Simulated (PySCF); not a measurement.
arsine (AsH3), SMILES [AsH3]. The structure is a stationary point at PBE0-D3(BJ)/def2-TZVPD.

Computed equilibrium geometry at PBE0-D3(BJ)/def2-TZVPD (PySCF confirms it by a frequency run) as Cartesian coordinates in Å, and its point group:
point group C3v.
```xyz
4

As     0.0000     0.0000     0.0705
H      1.0954    -0.6324    -0.7756
H     -1.0954    -0.6324    -0.7756
H      0.0000     1.2648    -0.7756
```
Charge 0, spin multiplicity 1.
